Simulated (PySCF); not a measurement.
C2H12SSi3.
Cartesian coordinates in Å at the GFN2-xTB level; atoms count from 1:
```
atom  x, y, z in Å
C1     2.7982    0.0791    0.0565
C2     1.9881   -1.0875   -0.4721
S3     0.6576   -0.5483   -1.5982
Si4   -0.9123    0.0844   -0.2132
Si5   -2.6173   -1.4984   -0.3043
Si6   -1.3425    2.3320   -0.6195
H7     3.6211   -0.2880    0.6678
H8     2.1783    0.7372    0.6632
H9     3.2067    0.6558   -0.7703
H10    2.6102   -1.7495   -1.0739
H11    1.5347   -1.6626    0.3349
H12   -0.2149   -0.0567    1.0795
H13   -3.3403   -1.4454   -1.5761
H14   -2.1766   -2.8845   -0.1193
H15   -3.5797   -1.2103    0.7628
H16   -2.3670    2.7769    0.3295
H17   -1.8617    2.5479   -1.9705
H18   -0.1914    3.2244   -0.4532
```

Theory: PySCF 2.14.0, density-fitted response routines, TDDFT B3LYP/def2-SVPD, vertical, gas phase, core orbitals frozen in the response. GFN2-xTB frequencies show an imaginary mode (29i cm⁻¹), so this geometry is no minimum at that level.

Transition dipole moments from the ground state, in atomic units and in the frame of the coordinates above (overall signs are arbitrary), for the states with f of 0.002 or more among the lowest 8:

| state | E (eV) | μx | μy | μz |
| --- | --- | --- | --- | --- |
| S2 | 4.729 | -0.195 | -0.442 | 0.033 |
| S3 | 5.384 | 0.209 | 0.282 | -0.024 |
| S4 | 5.629 | 0.212 | -0.157 | 0.018 |
| S5 | 5.648 | 0.168 | -0.115 | 0.079 |
| S6 | 6.085 | -0.278 | -0.544 | -0.005 |
| S8 | 6.318 | 0.031 | 0.002 | -0.278 |

Task: What oscillator strength does each state have?

Result: f = (2/3) ΔE |μ|² with ΔE in hartree (27.2114 eV).

```csv
state,|μ|² (au),|μ| (D),f
S2,0.234,1.23,0.027
S3,0.124,0.89,0.016
S4,0.070,0.67,0.010
S5,0.048,0.56,0.007
S6,0.374,1.55,0.056
S8,0.078,0.71,0.012
```

Task: What angle do the transition dipoles of S3 and S8 make?

Result: |cos θ| = |μa·μb| / (|μa| |μb|) = 0.14, so θ ≈ 82° (taken between 0 and 90°, since the signs are arbitrary).

Task: How is the summed strength of these states shared among x, y and z?

Result: (2/3) Σ ΔE μα² gives 0.032 for x, 0.083 for y and 0.013 for z, 0.128 in all.

Task: What peak molar absorption coefficient would the strongest computed level give as a lone Gaussian band 0.5 eV wide at half height?

Result: ε(max) = 2.175×10⁸ f / FWHM, with the width in cm⁻¹. S6: 2.175×10⁸ × 0.0557 / 4033 ≈ 3000 L mol⁻¹ cm⁻¹.

One conformer stands for the species.
